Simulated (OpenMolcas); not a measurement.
**P+: CASPT2 settings compared**

```json
{
 "Program": "OpenMolcas 26.06",
 "Basis": "ANO-L-VQZP [6s5p3d2f]",
 "Scalar Hamiltonian": "non-relativistic, point nucleus",
 "Active space": "2 electrons in 3 orbitals (3p)",
 "State averaging": "2S+1 = 3 even, 3 roots; 2S+1 = 1 even, 6 roots kept (CI in the orbitals of an earlier block)",
 "Spin-orbit coupling": "RASSI with atomic mean-field integrals over the reference wave functions, term energies averaged over their components"
}
```

Methods on the same reference wave functions:
A. CASSCF
B. SS-CASPT2, IPEA 0.4 Eh, imaginary shift 0.25 Eh (closed shells correlated: 2s 2p 3s)
C. SS-CASPT2, IPEA 0.75 Eh, real shift 0.15 Eh (closed shells correlated: 2s 2p 3s)
D. XMS-CASPT2, IPEA 0.2 Eh, sigma2 regulariser 0.4 Eh (closed shells correlated: 2s 2p 3s)

Energies in eV above 3s2 3p2 3P0, the measured ground level; measured values from NIST Handbook of Basic Atomic Spectroscopic Data.

| Level | A | B | C | D | Measured |
| --- | --- | --- | --- | --- | --- |
| 3s2 3p2 3P0 | 0.0000 | 0.0000 | 0.0000 | 0.0000 | 0.0000 |
| 3s2 3p2 3P1 | 0.0178 | 0.0181 | 0.0181 | 0.0180 | 0.0204 |
| 3s2 3p2 3P2 | 0.0518 | 0.0519 | 0.0519 | 0.0518 | 0.0582 |
| 3s2 3p2 1D2 | 1.4530 | 1.096 | 1.099 | 1.090 | 1.1013 |
| 3s2 3p2 1S0 | 3.5795 | 2.677 | 2.707 | 2.769 | 2.6750 |

Deviations, from unrounded energies. A percentage is the sum of absolute deviations over the sum of measured energies, with the sign that they share, or ± where signs differ.

```
                        Against measurement  Levels      A      B      C      D
             mean absolute deviation (cm-1)       4   2600     32     87    230
      fine structure of the ground term (%)       2  -11.4  -11.0  -11.0  -11.1
other terms of the ground configuration (%)       2  +33.3   ±0.2   ±0.9   ±2.8
```

B lies closest to measurement on these levels and A furthest from it. The largest miss of B in the table is 3s2 3p2 3P2, by -51 cm-1. The ranking rests on the paired levels alone, and a cruder setting can come out closer through cancelling errors.

Among B to D the level of the table that moves most is 3s2 3p2 1S0, by 740 cm-1 (lowest in B, highest in D). Moves below CASPT2's spread within the term are not significant.

The mean deviations of B to D differ by less than CASPT2's widest spread within a term (350 cm-1), so their order carries little weight.

From A to B the spin-free energies of the other terms of 3s2 3p2 shown, above 3P, scale by a factor of 0.75.

The lowest spin-free term lies below A's lowest term by 0.099 hartree in B, 0.093 hartree in C, 0.108 hartree in D.

Term energies are means over components that CASPT2 splits; among the terms shown or strongly mixed into the levels shown the widest spread is 350 cm-1 (3s2 3p2 1D, D). Terms from blocks run as CI alone lack orbitals of their own. With the s shell closed, the reference lacks s² → p² mixing. Without dynamic correlation excited terms often stand tens of per cent too high (terms of higher spin than the ground term too low), and those without a measured partner can miss by more than the paired ones (holds for A). Measured partners are found by configuration, term and J. A level has none where our copy of the source lacks it or the pairing is in doubt (some pairs that miss far off the trend of their configuration count as doubtful), and it then counts in no deviation. Levels of configurations outside the active space are missing.
